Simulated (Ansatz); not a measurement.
Gas-phase electronic energies from Ansatz, PBE0-D4/def2-TZVP geometries. CCSD(T)/CBS is the MP2 limit (def2-TZVPP, def2-QZVPP) plus CCSD(T) − MP2 in def2-TZVPP, frozen cores. This one scheme is used for every species. Functionals use def2-TZVPP. B3LYP here is the variant with VWN-RPA as its local correlation; programs differ in this. Each species was taken in one conformer, which may not be the lowest.

Reaction (formal exchange of groups at a C–Si bond): `CC[Si]F` + `[BH2][AlH2]` → `CC[BH][AlH2]` + `F[SiH]`

`CC[Si]F`:

Z-matrix (Å, degrees):
```
C
C 1 1.523
H 1 1.091 2 111.2
H 1 1.093 2 111.9 3 120.8
H 1 1.093 2 111.2 3 -119.1
Si 2 1.891 1 119.6 3 53.8
H 2 1.106 1 110.7 3 -64.6
H 2 1.099 1 112.0 3 -179.7
F 6 1.621 2 100.1 1 -19.4
```

`[BH2][AlH2]`:

Z-matrix (Å, degrees):
```
B
Al 1 2.115
H 1 1.200 2 122.9
H 1 1.200 2 122.9 3 -180.0
H 2 1.594 1 121.0 3 90.1
H 2 1.594 1 121.0 3 -89.9
```

`CC[BH][AlH2]`:

Cartesian coordinates in Å:
```
C -0.672 0.081 -1.392
C -0.782 -0.830 -0.177
B 0.056 -0.494 1.093
Al 1.532 1.035 1.243
H 0.366 0.166 -1.728
H -1.259 -0.279 -2.241
H -1.025 1.090 -1.158
H -0.459 -1.856 -0.434
H -1.831 -0.978 0.116
H -0.154 -1.202 2.047
H 3.058 0.771 0.854
H 1.169 2.496 1.776
```

`F[SiH]`:

Cartesian coordinates in Å:
```
F -0.140 1.211 -0.230
Si 0.674 -0.128 0.146
H -0.534 -1.083 0.084
```

| level | ΔE (kJ/mol) | difference from CCSD(T)/CBS |
| --- | --- | --- |
| PBE-D4 | 3.1 | -2.9 |
| revPBE-D4 | 3.9 | -2.1 |
| r2SCAN-D4 | 6.9 | 0.9 |
| PBE0-D4 | 3.8 | -2.2 |
| CAM-B3LYP-D4 | 4.8 | -1.2 |
| ωB97M-V | 5.2 | -0.8 |
| PBE0 | 4.1 | -1.9 |
| B3LYP | 4.9 | -1.1 |
| HF/def2-SVP | 4.4 | -1.6 |
| HF/def2-TZVPP | 6.1 | 0.1 |
| MP2/def2-TZVPP | 6.3 | 0.3 |
| SCS-MP2/def2-TZVPP | 5.6 | -0.4 |
| CCSD/def2-TZVPP | 4.1 | -1.9 |
| MP2/def2-QZVPP | 7.3 | 1.3 |
| HF/CBS(def2) | 6.0 | 0.0 |
| CCSD/CBS(def2) | 5.8 | -0.2 |
| CCSD(T)/CBS | 6.0 | 0 |

(1) What do rigid-rotor, harmonic-oscillator terms from PBE0-D4/def2-TZVP frequencies (298.15 K, 1 bar) make of the CCSD(T)/CBS value? (Estimate.)

Largest T1 diagnostic among the species: 0.015.

## Answers

(1) Ansatz gave: ΔZPE = -2.0 kJ/mol, ΔH = +4.0 kJ/mol, ΔS = 5 J/(mol·K), ΔG = +2.5 kJ/mol. Modes under 50 cm⁻¹ make the entropy rough.

At CCSD(T), def2-SVP lies −6.6 kJ/mol from the extrapolated value and def2-TZVPP −1.7 kJ/mol. Leaving LDA and LC-ωPBE aside and taking each functional with its dispersion term where it has one, the values, not all of them listed here, spread over 6.2 kJ/mol, from B97M-V to r2SCAN-D4.
